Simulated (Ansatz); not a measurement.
A structure relaxed at PBE0-D4/def2-TZVP, charge 0, multiplicity 1:

```tsv
atom	x (Å)	y (Å)	z (Å)
O1	-1.799	-2.443	-1.672
Zn2	-0.901	-1.179	-0.826
N3	0.110	0.040	0.075
Si4	1.307	0.917	-0.803
Si5	-0.198	0.275	1.755
H6	-2.617	-2.161	-2.084
H7	1.064	2.387	-0.756
H8	2.678	0.673	-0.273
H9	1.267	0.479	-2.227
H10	-1.316	-0.623	2.163
H11	-0.589	1.681	2.056
H12	0.993	-0.046	2.591
```

**Question.** Give its formula and SMILES.

**Answer.** H7NOSi2Zn, `[OH][Zn][N]([SiH3])[SiH3]`.

**Question.** Point group (tolerance 0.08 Å, 0.16 Å for H)?

**Answer.** Cs.

**Question.** Summarise the bond lengths by kind.

**Answer.** 1 × O–Zn 1.766 Å; 1 × H–O 0.959 Å; 1 × N–Zn 1.822 Å; 2 × N–Si 1.724 Å; 6 × H–Si 1.490 to 1.491 Å.

All numbers were calculated with Ansatz.
